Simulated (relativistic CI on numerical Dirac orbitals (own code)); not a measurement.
Pm4+ (4f3) in a crystal field

Calculated by Dirac-Coulomb-Breit CI, separate exchange-only KLI orbitals for each configuration, model QED, valence Slater integrals scaled by 0.7, one configuration in a parametric crystal field (own radial code).

Field parameters in Wybourne normalisation; cubic f-shell fields have B⁴₄ = √(5/14) B⁴₀ and B⁶₄ = −√(7/2) B⁶₀. The field is a parameter set, without covalency.

S is read from ⟨S²⟩ = S(S + 1).

Powder χT (cm³ K mol⁻¹) by Van Vleck's formula, with temperature-independent terms:

```csv
Field,2 K,5 K,10 K,20 K,50 K,100 K,200 K,300 K
"C2v, B20 = -310, B22 = 390, B40 = -870, B42 = -480, B44 = 1020, B60 = 250, B62 = -290, B64 = -90, B66 = 260 cm⁻¹",0.921,0.936,0.96,1.01,1.15,1.37,1.58,1.66
"D3d, B20 = 1060, B40 = -1010, B43 = -310, B60 = 640, B63 = -80, B66 = -510 cm⁻¹",0.465,0.512,0.59,0.744,1.08,1.36,1.57,1.65
"D3h, B20 = 670, B40 = -550, B60 = 170, B66 = 1010 cm⁻¹",0.544,0.575,0.625,0.725,0.964,1.21,1.48,1.59
"D3h, B20 = -160, B40 = -1250, B60 = -180, B66 = 30 cm⁻¹",0.85,0.903,0.992,1.15,1.42,1.59,1.67,1.7
"D4h, B20 = 830, B40 = -840, B44 = -570, B60 = -370, B64 = -610 cm⁻¹",0.424,0.483,0.582,0.77,1.13,1.39,1.58,1.65
"Oh, B40 = -1830, B60 = 820 cm⁻¹",0.677,0.695,0.724,0.782,0.954,1.18,1.4,1.51
```

Problem. For D3h, B20 = 670, B40 = -550, B60 = 170, B66 = 1010 cm⁻¹: what effective moment follows at 300 K?

Solution. μ_eff = √(8χT) = 3.57 μB. The LS value g√(J(J + 1)) of the free ion's 4I°_9/2 level is 3.62 μB.
